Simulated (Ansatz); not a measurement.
Computed with Ansatz on PBE0-D4/def2-TZVP structures; ΔE is electronic, products minus reactants. CCSD(T)/CBS adds triple-zeta CCSD(T) − MP2 to the extrapolated MP2 energy (def2 sets, frozen cores). This one scheme is used for every species. DFT in def2-TZVPP. Each species was taken in one conformer, which may not be the lowest.

Reaction (ligand exchange at a B–C bond): `CBCN` + CH₃NH₂ → `CNBCN` + CH₄

`CBCN`:

Z-matrix (Å, degrees):
```
C
B 1 1.557
H 1 1.093 2 115.2
H 1 1.100 2 107.2 3 -119.7
H 1 1.094 2 112.2 3 125.9
C 2 1.555 1 121.9 3 6.6
H 2 1.205 1 118.9 3 -171.7
N 6 1.451 2 116.5 1 166.8
H 6 1.099 2 109.3 1 41.5
H 6 1.114 2 102.1 1 -67.8
H 8 1.011 6 110.9 2 41.7
H 8 1.011 6 112.2 2 162.3
```

CH₃NH₂:

Cartesian coordinates in Å:
```
C -0.248 -0.270 -0.434
N 0.079 0.487 0.762
H 0.614 -0.662 -0.994
H -0.827 0.360 -1.114
H -0.884 -1.116 -0.165
H 0.659 1.284 0.533
H 0.607 -0.082 1.411
```

`CNBCN`:

Z-matrix (Å, degrees):
```
C
N 1 1.443
H 1 1.095 2 111.8
H 1 1.090 2 108.9 3 119.4
H 1 1.095 2 111.6 3 -121.1
B 2 1.388 1 126.9 3 -117.3
H 2 1.009 1 113.9 3 61.4
C 6 1.578 2 120.8 1 176.3
H 6 1.201 2 118.0 1 -2.4
N 8 1.460 6 113.0 2 150.4
H 8 1.105 6 110.7 2 21.3
H 8 1.100 6 105.6 2 -92.2
H 10 1.011 8 110.9 6 -56.4
H 10 1.012 8 111.3 6 -175.4
```

CH₄:

Cartesian coordinates in Å:
```
C 0.000 0.000 0.000
H -0.099 0.366 1.021
H 0.234 0.832 -0.663
H -0.936 -0.462 -0.313
H 0.802 -0.737 -0.045
```

Task: Is it downhill or uphill in electronic energy at CCSD(T)/CBS, and by how much? (An estimate is asked.)

Result: Computed: Downhill: ΔE = -1.49 eV.

Task: What do these levels give: PBE-D4, PBE0-D4, PBE, CCSD/def2-TZVPP, MP2/def2-QZVPP, SCS-MP2/def2-QZVPP? (Estimate.)

Result: Computed: PBE-D4 -1.49, PBE0-D4 -1.47, PBE -1.47, CCSD/def2-TZVPP -1.49, MP2/def2-QZVPP -1.51, SCS-MP2/def2-QZVPP -1.50 eV.

Largest T1 diagnostic among the species: 0.011.

In def2-TZVPP, CCSD(T) changes the Hartree–Fock value by −0.10 eV (the triples alone add −0.03 eV) and MP2 by −0.11 eV.
